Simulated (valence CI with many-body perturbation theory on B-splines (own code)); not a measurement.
**Sm29+ in brief**

Level of theory: configuration interaction combined with many-body perturbation theory (CI+MBPT): five valence electrons over a frozen Dirac-Fock core [Ar] 3d10, a basis of 9 s, 9 p, 8 d, 6 f, 3 g, 1 h functions for each j, with the one-electron correlation potential Σ1, the two-electron term Σ2, the three-electron term Σ3, Breit, model QED; selected CI, second order for the rest (own B-spline code, finite nucleus).

No measured spectrum was set against this ion. As an estimate, large intervals hold to a few tenths of a per cent, small ones and those within an open d or f shell to about a per cent. Among the levels kept, up to 260 cm⁻¹ of a level comes from second order outside the variational space, and about a tenth of that is noise between levels of different J, which matters for small intervals.

Levels are named by their leading jj configuration (3d3/2^4 stands for four electrons in 3d with j = 3/2), which in mixed levels can hold well under half, so a name can repeat and another be missing.

Rates and lifetimes use the calculated energies. Strong lines usually hold to 10 to 20 %, long lifetimes can be off by a factor of two.

Problem. What is the ground level?

Solution. (4s^2 4p1/2^2 4p3/2) J=3/2, composition 43 % 4s²4p³ ²P° + 32 % 4s²4p³ ⁴S° + 24 % 4s²4p³ ²D°, g = 1.412.

Problem. Name the longest-lived excited levels whose lifetime is computed, and their main decay.

Solution. (4s^2 4p1/2 4p3/2^2) J=5/2 at 289310 cm⁻¹ lives 14.4 μs, mostly by M1 to (4s^2 4p1/2^2 4p3/2) J=3/2; (4s^2 4p1/2 4p3/2^2) J=1/2 at 331330 cm⁻¹ lives 3.45 μs, mostly by M1 to (4s^2 4p1/2^2 4p3/2) J=3/2; (4s^2 4p1/2 4p3/2^2) J=3/2 at 256100 cm⁻¹ lives 2.88 μs, mostly by M1 to (4s^2 4p1/2^2 4p3/2) J=3/2. The lifetime of (4s^2 4p1/2 4p3/2 4d5/2) J=9/2 is too uncertain to give, and may be longer.

Problem. Among levels below 1797100 cm⁻¹, which E1 lines absorb most strongly from the ground level?

Solution. to (4s^2 4p1/2 4p3/2 4d5/2) J=5/2 at 7.910 nm, f = 0.453; to (4s^2 4p1/2 4p3/2 4d3/2) J=3/2 at 7.859 nm, f = 0.391; to (4s^2 4p1/2 4p3/2 4d5/2) J=5/2 at 7.674 nm, f = 0.381.

Problem. Where does the other parity begin?

Solution. At (4s 4p1/2^2 4p3/2^2) J=5/2, 799290 cm⁻¹.

Problem. What are the static dipole polarisabilities of the lowest levels?

Solution. (4s^2 4p1/2^2 4p3/2) J=3/2 0.0950 (tensor 0.0061); (4s^2 4p1/2 4p3/2^2) J=3/2 0.103 (tensor 0.0016); (4s^2 4p1/2 4p3/2^2) J=5/2 0.103; (4s^2 4p1/2 4p3/2^2) J=1/2 0.102 bohr³, of which the core gives 0.00535.

Problem. How well does LS coupling describe the low levels?

Solution. Among the lowest 20 levels the leading LS term, summed over configurations, holds 53 % on average. For single configurations the figures are 49 % in LS and 80 % in jj coupling. Terms mix most in the J = 5/2 level at 1006400 cm⁻¹, where the leading one holds 28 %.

Problem. What is the ionisation energy?

Solution. 1103.9 eV; NIST lists 1103 ± 4 eV (theoretical).
